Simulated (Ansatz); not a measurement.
GaF₃⁻. Charge -1, multiplicity 2. Geometry PBE-D4/def2-TZVP, that of the neutral singlet.

```xyz
4

Ga    0.000    0.000    0.000
F    -0.795    0.025    1.554
F    -0.938   -0.218   -1.456
F     1.733    0.193   -0.098
```

At PBE-D4/def2-TZVPD, r2SCAN-D4/def2-TZVPD, PBE0-D4/def2-TZVPD the highest occupied level of the charge -1 doublet lies above zero (up to 1.58 eV). By energy differences its removal costs 0.93 eV (vertical, to the charge 0 singlet, at PBE-D4/def2-TZVPD); a positive level beside a positive removal energy at the same level points to self-interaction error.

Estimate the α-spin orbital energies around the gap (eV) in Ansatz with PBE-D4/def2-TZVPD, r2SCAN-D4/def2-TZVPD, PBE0-D4/def2-TZVPD.


| orbital | PBE-D4/def2-TZVPD | r2SCAN-D4/def2-TZVPD | PBE0-D4/def2-TZVPD |
| --- | --- | --- | --- |
| HOMO−5 | -4.04 | -4.45 | -6.01 |
| HOMO−4 | -4.04 | -4.45 | -6.01 |
| HOMO−3 | -3.99 | -4.43 | -6.00 |
| HOMO−2 | -3.99 | -4.43 | -6.00 |
| HOMO−1 | -3.86 | -4.31 | -5.87 |
| HOMO | 1.58 | 1.53 | 0.99 |
| LUMO | 3.19 | 3.07 | 3.81 |
| LUMO+1 | 4.33 | 4.61 | 4.85 |
| LUMO+2 | 4.37 | 4.80 | 4.87 |
| LUMO+3 | 4.37 | 4.80 | 4.87 |
| LUMO+4 | 5.08 | 5.57 | 5.57 |
| LUMO+5 | 5.35 | 5.68 | 5.81 |
| β HOMO | -3.80 | -4.26 | -5.82 |
| β LUMO | 2.15 | 2.53 | 2.98 |
